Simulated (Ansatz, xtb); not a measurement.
**Two isomers of C2H5F3GeO**

Structure a: `OC[CH2][Ge]([F])([F])[F]`, a singlet. Structure b: `CC[O][Ge]([F])([F])[F]`, a singlet. Both are isolated molecules in the gas phase, relaxed with PBE0-D4/def2-SVP; the shapes shown needn't be the lowest conformers.

a (Å):

```xyz
12

C    -0.2239   -0.3772    1.0693
C     0.3321   -0.6162   -0.3381
F     0.9591    2.2704    0.1531
F     2.5795    1.0171   -1.6582
F     0.0345    1.6936   -2.3663
Ge    0.9623    1.0450   -1.0767
O    -1.1546    0.6657    1.0937
H    -0.6724    1.4975    1.1874
H     0.6083   -0.2087    1.7774
H    -0.7398   -1.2928    1.4005
H     1.1582   -1.3438   -0.3542
H    -0.4598   -0.9750   -1.0135
```

b (Å):

```xyz
12

C     1.1363    0.2420    1.6084
C    -0.0251    0.3452    0.6539
F    -1.1617    1.0081   -2.5037
F    -2.3305   -1.1940   -1.3807
F    -0.1474   -1.5083   -3.0502
Ge   -0.8208   -0.5282   -1.8326
O     0.2794   -0.4329   -0.5060
H     0.9366    0.8297    2.5167
H     1.3051   -0.8049    1.8996
H     2.0558    0.6228    1.1407
H    -0.1998    1.3965    0.3643
H    -0.9510   -0.0312    1.1238
```

Task: Estimate E(b) − E(a) at the level CCSD(T)/def2-SVP + ΔMP2/def2-TZVPP.

Result: Calculated at CCSD(T)/def2-SVP + ΔMP2/def2-TZVPP: E(b) − E(a) = −7.7 kcal/mol, so structure b lies lower.

Level by level:

```tsv
level	geometry	E(b) − E(a) (kcal/mol)	departure from the last row (kcal/mol)	job, with rough time for the two
PBE0-D4/def2-SVP	PBE0-D4/def2-SVP	−3.5	+4.2	optimisation, 2.8 min
HF/def2-SVP	PBE0-D4/def2-SVP	−9.8	−2.1	part of the CCSD(T) run
MP2/def2-SVP	PBE0-D4/def2-SVP	−8.8	−1.2	part of the CCSD(T) run
CCSD(T)/def2-SVP	PBE0-D4/def2-SVP	−8.5	−0.8	single point
CCSD(T)/def2-SVP + ΔMP2/def2-TZVPP	PBE0-D4/def2-SVP	−7.7		single point, 2.9 min
```

As drawn, b has 1 Ge–O, 1 C–H in place of 1 C–Ge, 1 O–H.

The levels shown agree on the order. The largest departure from CCSD(T)/def2-SVP + ΔMP2/def2-TZVPP is that of PBE0-D4/def2-SVP, 4.2 kcal/mol. Levels run at GFN2-xTB geometries aren't shown. The last row adds to CCSD(T) the change of the MP2 difference between the two basis sets, here +0.8 kcal/mol.

With thermal terms from frequencies at re-optimised GFN2-xTB minima (ideal gas, soft modes damped towards free rotors, one conformer each, 298.15 K, 1 atm): on the last row, ΔE + ΔZPE = −7.1, ΔH = −7.1, ΔG = −6.8 kcal/mol.

The correlated steps freeze 15 core orbitals; the filled d shell of Ge is correlated, in a basis made for valence electrons. Codes used: Ansatz 0.2.0, xtb 6.7.1; the last row on 2 threads of Intel(R) Xeon(R) Platinum 8375C CPU @ 2.90GHz (Ice Lake) on a shared host.
